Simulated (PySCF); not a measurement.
Molecule: sum formula Si₃N₂H₉ (charge -1, singlet). It need not be the lowest isomer of its formula. Whether it binds its extra electron was not tested at this geometry. 
Coordinates optimised at B3LYP-D3(BJ)/def2-TZVP (Ansatz):
```xyz
14

Si    -0.1963    -0.4818    -0.0380
N     -1.1969     0.7898     0.4297
Si    -3.0582     0.6750     0.5165
N      1.5038    -0.1384     0.3025
Si     2.8439    -0.3356    -0.7361
H     -0.6159    -1.7175     0.6671
H     -0.1006    -0.8293    -1.4958
H     -0.8788     1.7205     0.2053
H     -3.1405    -0.3718     1.6430
H     -3.2692    -0.3929    -0.5846
H      1.6991     0.1873     1.2383
H      3.1712    -1.7509    -1.0768
H      2.6766     0.3611    -2.0394
H      4.0581     0.2264    -0.0766
```
Charge -1, spin multiplicity 1.

Dispersion corrections to the total energy (kcal/mol) from the dftd3 and dftd4 libraries through PySCF: D3(BJ) without and D4 with the three-body term, each with the damping fitted for the functional named.

| functional | D3(BJ) | D4 |
|---|---|---|
| BP86 | -14.43 | [?] |
| r2SCAN | -2.47 | -2.48 |
| B2PLYP | -7.44 | -6.77 |
| TPSS | [?] | -12.98 |
| PW6B95 | -4.97 | -8.10 |
| BLYP | [?] | -20.87 |
| B3LYP | -15.10 | -15.52 |

Task: Fill in the missing entries.

Result: 
- BP86, D4: -13.19
- TPSS, D3(BJ): -10.76
- BLYP, D3(BJ): -18.25
